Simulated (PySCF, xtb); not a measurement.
Te(Cl)(Me) (CH3ClTe), SMILES C[Te]Cl.

Geometry: PBE-D3(BJ)/def2-SVP. The def2 effective core potentials stand for the cores of Te; spin–orbit coupling is left out.

Level of theory: IEF-PCM-ωB97X/def2-SVP (PySCF).

The values are the electrostatic part of the solvation free energy, E(continuum) − E(gas) at the gas-phase geometry, in a cavity of scaled van der Waals radii (PySCF's table); cavitation and dispersion terms are not included. In vacuum the orbital gap is 8.13 eV. The dipole moment in vacuum is 2.84 D.

Computed values in water (ε = 78.36), methanol (ε = 32.61), ethylethanoate (ε = 5.99):
```json
[
 {"solvent": "water", "ε": "78.36", "ΔG(elec) (kcal/mol)": "-4.1", "dipole (D)": "3.87", "gap (eV)": "8.24"},
 {"solvent": "methanol", "ε": "32.61", "ΔG(elec) (kcal/mol)": "-4.0", "dipole (D)": "3.83", "gap (eV)": "8.24"},
 {"solvent": "ethylethanoate", "ε": "5.99", "ΔG(elec) (kcal/mol)": "-3.1", "dipole (D)": "3.62", "gap (eV)": "8.21"}
]
```

For comparison, GFN2-xTB/ALPB(water) (xtb, at the GFN2-xTB geometry, all terms of that model) gives -1.9 kcal/mol.
